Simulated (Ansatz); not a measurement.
Mulliken charges of CH$_{5}$F$_{2}$GeN (`[CH3][Ge]([NH2])([F])[F]`) from B3LYP/def2-TZVPP in Ansatz (PBE0-D4/def2-TZVP geometry).

```csv
atom,x (Å),y (Å),z (Å),charge (e)
C1,-1.501,-0.210,0.039,-0.386
Ge2,0.309,0.220,-0.428,0.902
N3,1.589,-0.379,0.694,-0.390
F4,0.735,-0.430,-1.971,-0.381
F5,0.414,1.935,-0.690,-0.384
H6,-1.749,0.222,1.009,0.113
H7,-1.620,-1.292,0.086,0.126
H8,-2.172,0.200,-0.715,0.126
H9,2.531,-0.293,0.340,0.144
H10,1.548,-0.024,1.639,0.131
```

By hand: the dipole of these point charges (1 e Å = 4.8032 D).

Σ q r = (-0.309, -0.310, 0.643) e Å, of length 0.778 e Å = 3.74 D.

How does the dipole of the full density compare? (Estimate.)

The calculation gave: (-0.165, -0.159, 0.585) e Å, 3.02 D; the point charges give 1.24 times that, at 13° from its direction.

Point charges leave out the atoms' own dipoles, such as those of lone pairs, and Mulliken's split depends on the basis, so the two needn't agree.

B3LYP here is the variant with VWN-RPA as its local correlation; programs differ in this.
